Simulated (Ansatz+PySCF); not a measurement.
singlet BeO: levels of theory in one basis

```tsv
atom	x (Å)	y (Å)	z (Å)
Be	0.0000	0.0000	-2.6769
O	0.0000	0.0000	1.3385
```

Basis set: STO-3G (spherical functions). Correlated methods keep 1 orbital frozen. Charge 0, multiplicity 1.

Computed with Ansatz (development build ahead of 0.2.0); each method stands on the lowest determinant of its kind that the runs found. NEVPT2 correlates all electrons. Active spaces start from the frontier orbitals, and the lowest solution found is given.

```tsv
method	E − E(RHF) (eV)	<S²> of the determinant
RHF	0.00	0.00
UHF	-2.62	1.21
UHF-MP2	-3.15	1.21
RHF-CCSD	-2.70	–
RHF-CCSD(T)	-2.70	–
UHF-CCSD(T)	-5.28	1.21
RHF-CCSDT(Q)	-2.70	–
UHF-CCSDT(Q)	-5.28	1.21
full CI (lowest root of this spin)	-2.70	–
CASSCF(8,8)	-2.70	–
SC-NEVPT2(8,8)	-2.70	–
```

Q: What does RHF-MP2 give on the same scale?

A: -1.06 eV.

Unrestricted totals that lie under full CI have fallen onto a higher spin multiplicity. At such a shape the full CI root can have another spatial symmetry than the determinants, so the rows needn't describe one state.

Q: Is a single determinant a sound starting point here?

A: It is doubtful. Unrestricted orbitals lower Hartree–Fock by 2.62 eV and <S²> is 1.21 where a pure state has 0.00, a sign of strong static correlation. The CASSCF(8,8) natural occupations are 2.00, 2.00, 1.79, 1.00, 1.00, 0.07, 0.07, 0.07.

Caution: another spin multiplicity may lie lower. Caution for RHF, RHF-MP2, RHF-CCSD, RHF-CCSD(T), RHF-CCSDT(Q): an unrestricted determinant lies well below. Caution for UHF, UHF-MP2, UHF-CCSD(T), UHF-CCSDT(Q): the unrestricted determinant is a mixture of spin states; the determinant breaks the point group. Caution for RHF-MP2, UHF-MP2, RHF-CCSD, RHF-CCSDT(Q), UHF-CCSDT(Q): large amplitudes, a single reference is doubtful. Caution for RHF-CCSD(T), UHF-CCSD(T): very large amplitudes, the method is breaking down. Caution for RHF-CCSD(T), RHF-CCSDT(Q), UHF-CCSDT(Q): the amplitudes may be one of several solutions. Caution for UHF-CCSD(T): the program doubts this total.
